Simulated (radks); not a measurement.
The numbers below are computed, except where a source is named.
Task: Ionisation of neutral platinum, [Xe] 4f14 5d9 6s1, to Pt+, [Xe] 4f14 5d9, under several functionals. Dirac Kohn-Sham, spin-unpolarised, spherical densities, finite nucleus; open shells fill j = l - 1/2 first; a radial shooting solver on a logarithmic mesh with Libxc functionals. Known Delta-SCF values: Wu-Cohen GGA 9.223 eV. What does PW91 give, and what is its highest occupied eigenvalue?

Result: 9.264 eV by Delta-SCF; the 5d5/2 eigenvalue is -5.662 eV. NIST: 8.959 eV (measured).

Beside tabulated values, note that spin-unpolarised runs miss the spin-polarisation part of the exchange energy of open shells.
